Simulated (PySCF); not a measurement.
This PySCF input asks for the NMR shieldings of `CB1SCC(CO)CS1`, C₅H₁₁BOS₂; the geometry comes from GFN2-xTB.

```python
import basis_set_exchange as bse
import numpy as np
from pyscf import gto, dft
from pyscf.prop import nmr

atoms = """
C    -3.588834   -0.071846    0.962270
B    -2.052006   -0.105976    0.575907
S    -1.639245   -0.636593   -1.081105
C     0.192364   -0.614542   -1.197310
C     0.857231    0.489322   -0.388253
C     2.330496    0.603388   -0.806309
O     2.981705   -0.613502   -0.521870
C     0.784390    0.201990    1.104143
S    -0.887228    0.414605    1.829960
H    -3.875143   -1.000741    1.456382
H    -4.233965    0.032412    0.092469
H    -3.820714    0.731458    1.658769
H     0.393145   -0.485986   -2.260766
H     0.561482   -1.591264   -0.885640
H     0.371012    1.448015   -0.603033
H     2.799211    1.431344   -0.254916
H     2.385436    0.829585   -1.881067
H     3.907055   -0.545070   -0.776913
H     1.410817    0.897882    1.661578
H     1.117641   -0.814101    1.312667
"""
names = dict.fromkeys(["C", "B", "S", "O", "H"], "pcSseg-1")
basis = {el: gto.basis.parse(bse.get_basis(n, elements=[el], fmt="nwchem")) for el, n in names.items()}
mol = gto.M(atom=atoms, basis=basis, charge=0, verbose=0)
mf = dft.RKS(mol, xc="PBE0")
mf.grids.level = 2
mf.grids.alignment = dft.numint.BLKSIZE   # the property module wants whole blocks of grid points
mf.conv_tol = 1e-9
mf.kernel()

calc = nmr.RKS(mf)   # GIAO
C = mf.mo_coeff
Co = C[:, mf.mo_occ > 0]
resp = mf.gen_response(singlet=True, hermi=2)
def vind(x):   # induced exchange potential for any number of trial vectors
    d = np.einsum("pi,xij,qj->xpq", C, 2 * x.reshape(-1, C.shape[1], Co.shape[1]), Co, optimize=True)
    return np.einsum("xpq,pi,qj->xij", resp(d - d.transpose(0, 2, 1)), C, Co, optimize=True).ravel()
mo1, _ = nmr.rhf.solve_mo1(calc, with_cphf=vind)
sigma = calc.kernel(mo1)
for i, s in enumerate(sigma):   # ppm
    print("%2d %-2s %9.2f" % (i, mol.atom_pure_symbol(i), np.trace(s) / 3))
```

Question: What are the results?

Answer: 
```
 0 C     178.79
 1 B      40.63
 2 S     458.28
 3 C     150.83
 4 C     145.04
 5 C     112.59
 6 O     312.13
 7 C     151.13
 8 S     460.04
 9 H      30.95
10 H      30.91
11 H      30.89
12 H      29.20
13 H      28.49
14 H      30.18
15 H      27.60
16 H      27.61
17 H      31.26
18 H      29.20
19 H      28.52
```

These numbers come from an equivalent density-fitted implementation of the same equations, which agrees with the script to about 0.01 ppm for H and up to a few tenths of a ppm for heavy atoms, so last digits may differ.

Size and cost of the density-fitted run: 222 basis functions, 81 s wall time on 1 thread of an Arm Neoverse N1, shared host; peak memory 1.1 GiB.
